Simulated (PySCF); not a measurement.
# Structure elucidation problem

Molecular formula: CH$_{5}$BO$_{2}$. Simulated spectra:

1H NMR (400 MHz, computed): δ 3.44 (br s, 2H), 0.11 (s, 3H).

13C{1H} NMR (computed): δ 0.2 (CH3).

Level of theory: coordinates at the PBE0-D3(BJ)/def2-SVP level, couplings computed with B3LYP/pcJ-1, σ from GIAO-PBE0/pcSseg-1, in PySCF 2.14 (single conformer, equivalent nuclei averaged, isolated molecule, relativity neglected).

δ = σ(ref) − σ, references computed at the same level: 1H (σ = 31.27 ppm), 13C (σ = 184.41 ppm) vs TMS.

Problem. Propose a structure and justify it.

Solution. 
- Carbon types of the structure: 1 × CH3, leaving 2 H on heteroatoms.
- δC 0.2: methyl carbon bonded to B.
- δH 3.44: hydrogen on an oxygen bonded to B; exchangeable, gas-phase position.
- δH 0.11: hydrogen on a methyl carbon bonded to B.

Structure: methylboronic acid (SMILES CB(O)O).

Exchangeable OH/NH protons stand at their gas-phase positions; hydrogen bonding in a real sample shifts them, mostly to higher δ. A carbon bonded to boron is broadened by the quadrupolar boron nucleus and is often missing from a measured spectrum. Shifts are as computed. Against solution values, carbons near 30 ppm lie about +2 ppm off and those near 130 ppm about +5 ppm. Of 1211 compounds with measured shifts, 218 miss one by over three times the rms of a fit or turn the order of signals round; such compounds aren't used in these exercises.
